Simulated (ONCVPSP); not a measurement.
## Transferability test, ONCV potential for lead

```
Element                 : Pb (Z = 82)
Generator               : ONCVPSP 4.0.1
Type                    : optimised norm-conserving Vanderbilt (ONCV)
Functional              : PBE
Relativity              : scalar-relativistic
Frozen core             : [Kr] 4d10 4f14
Valence charge          : 22
Reference configuration : 5s2 5p6 5d10 6s2 (charge +2)
Partial waves           : 5s+6s: rc 1.55 bohr, ncon 4, nbas 9, qcut 9 1/bohr, 2 projectors; 5p: rc 1.15 bohr, ncon 4, nbas 7, qcut 6.1 1/bohr, 2 projectors, debl 0.4 Ha; 5d: rc 1.30 bohr, ncon 3, nbas 6, qcut 6.2 1/bohr, 2 projectors, debl 2.7 Ha
Local potential         : polynomial inside 1.10 bohr (lpopt 4, dvloc0 0 Ha)
Core correction         : none
```

In the p channel the program set the typed energies aside and used -3.771, 0.250 Ha.

Energies are relative to the spin-unpolarised reference configuration 5s2 5p6 5d10 6s2; without spin polarisation the order of configurations can differ from experiment.

Give the all-electron excitation energy and the error of the potential for: 5s2 5p6 5d10 6s2 6p2; 5s2 5p6 5d10 6s2 6p1; 5s2 5p6 5d10 6s1; 5s2 5p6 5d9 6s2 6p2.

```tsv
valence configuration	charge	ΔE all-electron (eV)	error AE − PS (meV)
5s2 5p6 5d10 6s2 6p2	0	-20.021	+9.0
5s2 5p6 5d10 6s2 6p1	+1	-13.445	+6.1
5s2 5p6 5d10 6s1	+3	32.410	-14
5s2 5p6 5d9 6s2 6p2	+1	7.142	-4.6
```
